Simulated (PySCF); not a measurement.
Compound: C5H11ClSi.
Numbering: `[CH3:1][C@@H:2]1[CH2:3][CH2:4][Si@@H:5]1[CH2:6][Cl:7]` (hydrogens: H8, H9, H10 on C1; H11 on C2; H12, H13 on C3; H14, H15 on C4; H16 on Si5; H17, H18 on C6)

Structure used (GFN2-xTB), in Å, numbered top down from 1:
```xyz
18
C5H11ClSi angstrom
C     -0.686    1.736   -0.241
C     -0.544    0.377   -0.915
C     -1.582   -0.653   -0.416
C     -0.691   -1.537    0.478
Si     0.877   -0.741   -0.269
C      2.131    0.032    0.947
Cl     3.391    0.851   -0.013
H     -0.691    1.632    0.842
H      0.137    2.391   -0.518
H     -1.619    2.213   -0.539
H     -0.593    0.520   -1.995
H     -1.986   -1.229   -1.248
H     -2.415   -0.196    0.117
H     -0.841   -2.602    0.326
H     -0.848   -1.335    1.535
H      1.613   -1.525   -1.262
H      2.637   -0.712    1.557
H      1.700    0.785    1.602
```

A PySCF run (density fitting, gas phase, GFN2-xTB geometry) gave HOMO -7.62 eV, LUMO 0.31 eV, dipole 1.94 D and E = -946.260 Eh.

Question: Which of these levels was it?
A. PBE0/pcSseg-1
B. PBE0/def2-SVPD
C. LC-wPBE/def2-SVPD
D. PBE0/pcSseg-0

Answer: A. It is PBE0/pcSseg-1. All candidates on this geometry:

```json
{"level and settings": "PBE0/def2-SVPD", "kind": "global hybrid", "basis functions": "239", "SCF cycles": "12", "E (Eh)": "-945.9615", "HOMO (eV)": "-7.60", "LUMO (eV)": "0.07", "dipole (D)": "1.91"}
{"level and settings": "PBE0/pcSseg-1", "kind": "global hybrid", "basis functions": "188", "SCF cycles": "12", "E (Eh)": "-946.2604", "HOMO (eV)": "-7.62", "LUMO (eV)": "0.31", "dipole (D)": "1.94"}
{"level and settings": "PBE0/pcSseg-0, start guess sap", "kind": "global hybrid", "basis functions": "93", "SCF cycles": "18", "E (Eh)": "-945.0122", "HOMO (eV)": "-7.79", "LUMO (eV)": "0.49", "dipole (D)": "2.13"}
{"level and settings": "LC-wPBE/def2-SVPD, grid level 4", "kind": "range-separated hybrid", "basis functions": "239", "SCF cycles": "11", "E (Eh)": "-946.1397", "HOMO (eV)": "-10.27", "LUMO (eV)": "2.09", "dipole (D)": "1.92"}
```

The nearest other candidate, by the summed differences of HOMO and LUMO, is PBE0/def2-SVPD: its HOMO differs by +0.02 eV and its LUMO by -0.24 eV. Cycle counts include a coarse-grid stage where the run had one.
